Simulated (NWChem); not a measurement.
The numbers come from NWChem runs, not from measurements. System: Sn, charge 0, spin multiplicity 3. Its SCF solution wasn't tested for a lower state. Level: UMP2/def2-SVP with def2 effective core potentials on Sn, 4 core orbitals frozen.

Input file:

```
start mol
memory heap 200 mb stack 900 mb global 1100 mb
geometry units angstroms nocenter noautoz
  Sn     0.000000     0.000000     0.000000
  symmetry group D2h
end
basis spherical
  * library def2-svp
end
ecp
  Sn library def2-ecp
end
scf
  uhf
  nopen 2
  maxiter 100
  thresh 1e-7
  semidirect memsize 60000000 filesize 0
  # guess.movecs holds the orbitals of an unrestricted PBE0 run
  vectors input guess.movecs output mol.movecs
end
mp2
  freeze core 4
end
task mp2 energy
```

NWChem printed:

```
             Northwest Computational Chemistry Package (NWChem) 7.3.0
             --------------------------------------------------------

                                NWChem Input Module
                                -------------------

 Scaling coordinates for geometry "geometry" by  1.889725989
 (inverse scale =  0.529177249)

                             Geometry "geometry" -> ""
                             -------------------------

 Output coordinates in angstroms (scale by  1.889725989 to convert to a.u.)

  No.       Tag          Charge          X              Y              Z
 ---- ---------------- ---------- -------------- -------------- --------------
    1 Sn                  50.0000     0.00000000     0.00000000     0.00000000

 Effective nuclear repulsion energy (a.u.)       0.0000000000

            Nuclear Dipole moment (a.u.)
            ----------------------------
        X                 Y               Z
 ---------------- ---------------- ----------------
     0.0000000000     0.0000000000     0.0000000000

      Symmetry information
      --------------------

 Group name             D2h
 Group number             26
 Group order               8
 No. of unique centers     1

      Symmetry unique atoms

     1


 Summary of "ao basis" -> "" (spherical)
 ------------------------------------------------------------------------------
       Tag                 Description            Shells   Functions and Types
 ---------------- ------------------------------  ------  ---------------------
 *                          def2-svp                  on all atoms

 Summary of "ao basis" -> "ao basis" (spherical)
 ------------------------------------------------------------------------------
       Tag                 Description            Shells   Functions and Types
 ---------------- ------------------------------  ------  ---------------------
 Sn                         def2-svp                10       26   4s4p2d

                                 NWChem SCF Module
                                 -----------------

  ao basis        = "ao basis"
  functions       =    26
  atoms           =     1
  alpha electrons =    12
  beta  electrons =    10
  charge          =   0.00
  wavefunction    = UHF
  use symmetry    = T
  symmetry adapt  = T

 Summary of "ao basis" -> "ao basis" (spherical)
 ------------------------------------------------------------------------------
       Tag                 Description            Shells   Functions and Types
 ---------------- ------------------------------  ------  ---------------------
 Sn                         def2-svp                10       26   4s4p2d

      Symmetry analysis of basis
      --------------------------

        ag          8
        au          0
        b1g         2
        b1u         4
        b2g         2
        b2u         4
        b3g         2
        b3u         4

 Forming initial guess at       0.1s

   Symmetry analysis of molecular orbitals - initial alpha
   -------------------------------------------------------

  Numbering of irreducible representations:

     1 ag          2 au          3 b1g         4 b1u         5 b2g
     6 b2u         7 b3g         8 b3u

  Orbital symmetries:

     1 ag          2 b2u         3 b3u         4 b1u         5 ag
     6 b3g         7 b1g         8 b2g         9 ag         10 ag
    11 b1u        12 b3u        13 b2u        14 ag         15 b3u
    16 b1u        17 b2u        18 b2g        19 ag         20 b1g
    21 b3g        22 ag

   Symmetry analysis of molecular orbitals - initial beta
   ------------------------------------------------------

  Numbering of irreducible representations:

     1 ag          2 au          3 b1g         4 b1u         5 b2g
     6 b2u         7 b3g         8 b3u

  Orbital symmetries:

     1 ag          2 b2u         3 b3u         4 b1u         5 ag
     6 b3g         7 b1g         8 b2g         9 ag         10 ag
    11 b2u        12 b1u        13 b3u        14 ag         15 b2u
    16 b3u        17 b1u        18 ag         19 b1g        20 b3g
    21 ag         22 b2g

 Starting SCF solution at       0.1s

 ----------------------------------------------
         Quadratically convergent UHF

 Convergence threshold     :          1.000E-07
 Maximum no. of iterations :          100
 Integral*density screening:          1.000E-09
 ----------------------------------------------

              iter       energy          gnorm     gmax       time
             ----- ------------------- --------- --------- --------
                 1     -213.3308466036  1.59D-01  5.37D-02      0.3
                 2     -213.3361283464  5.80D-03  1.85D-03      0.3
                 3     -213.3361334056  2.78D-05  1.12D-05      0.3
                 4     -213.3361334058  5.54D-09  3.29D-09      0.4

       Final UHF  results
       ------------------

         Total SCF energy =   -213.336133405818
      One electron energy =   -376.103087046736
      Two electron energy =    162.766953640918
 Nuclear repulsion energy =      0.000000000000

                       Sz =      1.0000
                 Sz(Sz+1) =      2.0000
                      S^2 =      2.0096

        Time for solution =      0.3s

       Symmetry analysis of molecular orbitals - alpha
       -----------------------------------------------

  Numbering of irreducible representations:

     1 ag          2 au          3 b1g         4 b1u         5 b2g
     6 b2u         7 b3g         8 b3u

  Orbital symmetries:

     1 ag          2 b2u         3 b1u         4 b3u         5 ag
     6 b3g         7 b1g         8 b2g         9 ag         10 ag
[...]
     8     -0.175147  1 Sn px                 5     -0.166591  1 Sn px

 Vector   13  Occ=0.000000D+00  E=-1.196189D-02  Symmetry=b2u
              MO Center= -4.0D-15,  3.6D-16, -5.1D-16, r^2= 4.0D+00
   Bfn.  Coefficient  Atom+Function         Bfn.  Coefficient  Atom+Function
  ----- ------------  ---------------      ----- ------------  ---------------
    15      0.750746  1 Sn py                12      0.358818  1 Sn py

 Vector   14  Occ=0.000000D+00  E= 2.565425D-01  Symmetry=ag
              MO Center=  8.2D-18, -7.8D-19, -8.4D-17, r^2= 4.9D+00
   Bfn.  Coefficient  Atom+Function         Bfn.  Coefficient  Atom+Function
  ----- ------------  ---------------      ----- ------------  ---------------
     3      2.192186  1 Sn s                  4     -1.962114  1 Sn s
     2     -0.391326  1 Sn s                  1     -0.279239  1 Sn s

 Vector   15  Occ=0.000000D+00  E= 3.536442D-01  Symmetry=b1u
              MO Center= -1.4D-17, -6.7D-20,  1.9D-15, r^2= 5.4D+00
   Bfn.  Coefficient  Atom+Function         Bfn.  Coefficient  Atom+Function
  ----- ------------  ---------------      ----- ------------  ---------------
    13      1.394063  1 Sn pz                16     -1.255500  1 Sn pz
    10     -0.227598  1 Sn pz                 7     -0.224113  1 Sn pz

                     UHF Final Beta Molecular Orbital Analysis
                     -----------------------------------------

 Vector    8  Occ=1.000000D+00  E=-1.293232D+00  Symmetry=b2g
              MO Center= -3.3D-17,  1.6D-30,  1.4D-17, r^2= 3.8D-01
   Bfn.  Coefficient  Atom+Function         Bfn.  Coefficient  Atom+Function
  ----- ------------  ---------------      ----- ------------  ---------------
    20      0.982591  1 Sn d  1

 Vector    9  Occ=1.000000D+00  E=-1.293232D+00  Symmetry=ag
              MO Center=  1.8D-18, -1.4D-29, -4.0D-18, r^2= 3.8D-01
   Bfn.  Coefficient  Atom+Function         Bfn.  Coefficient  Atom+Function
  ----- ------------  ---------------      ----- ------------  ---------------
    19      0.850948  1 Sn d  0              21     -0.491295  1 Sn d  2

 Vector   10  Occ=1.000000D+00  E=-4.410970D-01  Symmetry=ag
              MO Center=  7.2D-21, -1.1D-17,  3.2D-16, r^2= 1.9D+00
   Bfn.  Coefficient  Atom+Function         Bfn.  Coefficient  Atom+Function
  ----- ------------  ---------------      ----- ------------  ---------------
     3      0.812432  1 Sn s                  4      0.386242  1 Sn s
     2     -0.336873  1 Sn s                  1     -0.296291  1 Sn s

 Vector   11  Occ=0.000000D+00  E= 1.372150D-02  Symmetry=b2u
              MO Center= -1.3D-21, -3.7D-18,  4.1D-20, r^2= 4.1D+00
   Bfn.  Coefficient  Atom+Function         Bfn.  Coefficient  Atom+Function
  ----- ------------  ---------------      ----- ------------  ---------------
    15      0.766925  1 Sn py                12      0.338396  1 Sn py

 Vector   12  Occ=0.000000D+00  E= 5.325307D-02  Symmetry=b3u
              MO Center=  4.6D-17,  1.3D-16,  1.1D-17, r^2= 4.3D+00
   Bfn.  Coefficient  Atom+Function         Bfn.  Coefficient  Atom+Function
  ----- ------------  ---------------      ----- ------------  ---------------
    14      0.806283  1 Sn px                11      0.287734  1 Sn px

 Vector   13  Occ=0.000000D+00  E= 5.325307D-02  Symmetry=b1u
              MO Center=  2.1D-17, -2.8D-19,  3.2D-16, r^2= 4.3D+00
   Bfn.  Coefficient  Atom+Function         Bfn.  Coefficient  Atom+Function
  ----- ------------  ---------------      ----- ------------  ---------------
    16      0.806283  1 Sn pz                13      0.287734  1 Sn pz

 center of mass
 --------------
 x =   0.00000000 y =   0.00000000 z =   0.00000000

 moments of inertia (a.u.)
 ------------------
           0.000000000000           0.000000000000           0.000000000000
           0.000000000000           0.000000000000           0.000000000000
           0.000000000000           0.000000000000           0.000000000000

  Mulliken analysis of the total density
  --------------------------------------

    Atom       Charge   Shell Charges
 -----------   ------   -------------------------------------------------------
    1 Sn  22    22.00   1.60  0.43  1.24  0.73  3.26  2.74  0.92  1.08  9.77  0.23

  Mulliken analysis of the alpha density
  --------------------------------------

    Atom       Charge   Shell Charges
 -----------   ------   -------------------------------------------------------
    1 Sn  22    12.00   0.80  0.22  0.60  0.39  1.61  1.39  0.91  1.08  4.87  0.13

   Mulliken analysis of the beta density
   -------------------------------------

    Atom       Charge   Shell Charges
 -----------   ------   -------------------------------------------------------
    1 Sn  22    10.00   0.80  0.22  0.64  0.34  1.65  1.34  0.01 -0.00  4.90  0.10

   Mulliken analysis of the spin density
   -------------------------------------

    Atom       Charge   Shell Charges
 -----------   ------   -------------------------------------------------------
    1 Sn  22     2.00   0.00 -0.00 -0.05  0.05 -0.04  0.05  0.91  1.08 -0.03  0.03

       Multipole analysis of the density wrt the origin
       ------------------------------------------------

     L   x y z        total         alpha         beta         nuclear
     -   - - -        -----         -----         ----         -------
     0   0 0 0     -0.000000    -12.000000    -10.000000     22.000000

     1   1 0 0      0.000000      0.000000      0.000000      0.000000
     1   0 1 0      0.000000     -0.000000      0.000000      0.000000
     1   0 0 1      0.000000      0.000000     -0.000000      0.000000

     2   2 0 0    -21.113696    -15.456532     -5.657163      0.000000
     2   1 1 0      0.000000      0.000000      0.000000      0.000000
     2   1 0 1     -0.000000     -0.000000     -0.000000      0.000000
     2   0 2 0    -16.379284    -10.425930     -5.953353      0.000000
     2   0 1 1     -0.000000     -0.000000      0.000000      0.000000
     2   0 0 2    -21.113696    -15.456532     -5.657163      0.000000

                   NWChem MP2 Semi-direct Energy/Gradient Module
                   ---------------------------------------------

  Basis functions       =     26
  Molecular orbitals    =     26
  Frozen core           =      4
  Frozen virtuals       =      0
  Active alpha occupied =      8
  Active beta occupied  =      6
  Active alpha virtual  =     14
  Active beta virtual   =     16
  Use MO symmetry       = T
  Use skeleton AO sym   = T

  AO/Fock/Back tols     =   1.0D-09  1.0D-09  1.0D-09

 GA uses MA = F    GA memory limited = T

 Available:
  local mem=  1.26D+08
 global mem=  1.44D+08
 local disk=  0.00D+00
  mp2_memr nvloc                    14
  nvloc new                    14
   1 passes of   8:        2097152                       4235                    134861.
   1 passes of   8: M    126151098           G      144177848           F     124053946.

 Semi-direct pass number   1 of   1  for UHF alpha       at        0.4s
  vrange nnbf                   351
  mp2_eaftype                    10  avail_ma_in_mb                  1099
 EAF : mp2_eaftype filesize          10      67430.
  mp2_eaf for mointskh                     10
Node 0 wrote      0.3 Mb in      0.0 s     Agg I/O rate:   811.3 Mb/s
 Done moints_semi at        0.7s
  mp2_eaftype                    10  avail_ma_in_mb                  1089
 EAF : mp2_eaftype filesize          10      67430.
  mp2_eaf for kh                    10
 Done maket at        0.7s
 Done multipass loop at        0.7s

 GA uses MA = F    GA memory limited = T

 Available:
  local mem=  1.26D+08
 global mem=  1.44D+08
 local disk=  0.00D+00
  mp2_memr nvloc                    16
  nvloc new                    16
   1 passes of   6:        2097152                       3827                    115767.
   1 passes of   6: M    126151098           G      144177848           F     124053946.

 Semi-direct pass number   1 of   1  for UHF beta        at        0.7s
  vrange nnbf                   351
  mp2_eaftype                    10  avail_ma_in_mb                  1099
 EAF : mp2_eaftype filesize          10      57883.
  mp2_eaf for mointskh                     10
Node 0 wrote      0.3 Mb in      0.0 s     Agg I/O rate:   811.5 Mb/s
 Done moints_semi at        1.0s
  mp2_eaftype                    10  avail_ma_in_mb                  1089
 EAF : mp2_eaftype filesize          10      57883.
  mp2_eaf for kh                    10
 Done maket at        1.0s
 Done multipass loop at        1.0s

          -------------------------------------------
          SCF energy                -213.336133405818
          Correlation energy          -0.056138512968
          Singlet pairs                0.000000000000
          Triplet pairs                0.000000000000
          Total MP2 energy          -213.392271918786
          -------------------------------------------

          ---------------------------------------------------
                    Spin Component Scaled (SCS) MP2
          Same spin pairs                     -0.013930600638
          Same spin scaling factor             0.333333333333
          Opposite spin pairs                 -0.042207912330
          Opposite spin scaling fact.          1.200000000000
          SCS-MP2 correlation energy          -0.055293028342
          Total SCS-MP2 energy              -213.391426434160
          ---------------------------------------------------

 -----------------------
 Performance information
 -----------------------

 Timer overhead =  1.39D-07 seconds/call

               Nr. of calls         CPU time (s)                 Wall time (s)                GFlops
             ---------------    -------------------     ------------------------------   -------------------
Name         Min   Avg   Max    Min     Avg     Max     Min     Avg     Max   Mx/calls   Min     Max     Sum
mp2: moin     2     2     2   0.49    0.49    0.49     0.49    0.49    0.49    0.25      0.0     0.0     0.0
mp2: make     2     2     2   1.01E-2 1.01E-2 1.01E-2  1.01E-2 1.01E-2 1.01E-2 5.04E-3   0.0     0.0     0.0
mp2: tota     1     1     1   0.56    0.56    0.56     0.56    0.56    0.56    0.56      0.0     0.0     0.0

 The average no. of pstat calls per process was 5.00D+00
 with a timing overhead of 6.95D-07s

 Task  times  cpu:        0.9s     wall:        0.9s

 Total times  cpu:        1.0s     wall:        1.0s
```
